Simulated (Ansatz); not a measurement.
`[F][Al]([Br])[Br]` + H–F → `[F][Al]([F])[Br]` + HBr at 400 K and 1 bar (ligand exchange at the Al–Br bond).

Calculated with Ansatz (gas phase, PBE0-D4/def2-TZVP geometries, no zero-point term in ΔE). CBS: MP2 limit from def2 TZ/QZ plus the TZ coupled-cluster correction, frozen cores. This one scheme is used for every species. For Br outer-core shells are correlated without core-valence functions, which leaves a few kJ/mol of doubt a bond. Scalar relativity is left out up to krypton.

| species | CCSD(T)/CBS energy (Eh) | H − E (kJ/mol) | S (J/(mol·K)) |
| --- | --- | --- | --- |
| `[F][Al]([Br])[Br]` | -5488.66195 | 37.2 | 355.8 |
| H–F | -100.39570 | 36.5 | 182.2 |
| `[F][Al]([F])[Br]` | -3015.14527 | 39.2 | 331.0 |
| HBr | -2573.91920 | 27.6 | 207.2 |

H − E and S are ideal-gas, rigid-rotor, harmonic terms from PBE0-D4/def2-TZVP. 1 Eh = 2625.50 kJ/mol, R = 8.31446 J/(mol·K).

Question: By hand: ΔE, ΔH, ΔS and ΔG.

Answer: ΔE = (-3015.14527) + (-2573.91920) − (-5488.66195) − (-100.39570) = -0.00682 Eh = -17.9 kJ/mol. Δ(H − E) = 39.2 + 27.6 − 37.2 − 36.5 = -6.9, so ΔH = -24.8 kJ/mol. ΔS = 331.0 + 207.2 − 355.8 − 182.2 = 0.2 J/(mol·K). ΔG = -24.8 − 400 × (0.2)/1000 = -24.9 kJ/mol.

Question: By hand: the equilibrium constant, and the temperature at which ΔG would vanish if ΔH and ΔS stayed fixed.

Answer: log₁₀ K = −ΔG/(RT ln 10) = 3.3. ΔH and −TΔS have one sign here, so there is no such temperature.

The number of gas molecules stays the same, so ΔS is small and ΔH decides. A doubt of 5 kJ/mol in ΔE shifts log₁₀ K by 0.7 here. These are equilibria of isolated gas molecules and say nothing of rates. Largest T1 diagnostic: 0.010 (customary marks: 0.02 for closed shells, 0.045 for open ones).

ΔS is within the doubt of such terms, so its sign, and with it that verdict, could turn.
